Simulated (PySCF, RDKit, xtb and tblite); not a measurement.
Internal rotation in SMILES C=Cc1cccc(C(=O)OC)c1. Scanned: dihedral C6–C7–C8–O9; all other coordinates were relaxed at GFN2-xTB. Points at φ and −φ are mirror images. Heavy atoms are numbered in the order of the SMILES C=Cc1cccc(C(=O)OC)c1, hydrogens after them in the order of the atoms that carry them; the mirror image has the same energies with the sign of each dihedral reversed.

Levels of theory: UFF // GFN2-xTB (RDKit); RHF/STO-3G = restricted Hartree-Fock/STO-3G // GFN2-xTB in PySCF; GFN2-xTB (xtb and tblite).

Energies in kJ/mol, each method relative to its own lowest point.

| φ / ° | UFF | RHF/STO-3G | GFN2-xTB |
|---|---|---|---|
| -150 | 4.4 | 4.6 | 2.7 |
| -120 | 19.3 | 15.7 | 10.7 |
| -90 | 32.2 | 22.2 | 16.1 |
| -60 | 22.0 | 15.9 | 11.3 |
| -30 | 5.2 | 4.9 | 3.3 |
| 0 | 0.1 | 0.0 | 0.5 |
| 30 | 5.2 | 4.9 | 3.3 |
| 60 | 22.0 | 15.9 | 11.3 |
| 90 | 32.2 | 22.2 | 16.1 |
| 120 | 19.3 | 15.7 | 10.7 |
| 150 | 4.4 | 4.6 | 2.7 |
| 180 | 0.0 | 0.0 | 0.0 |
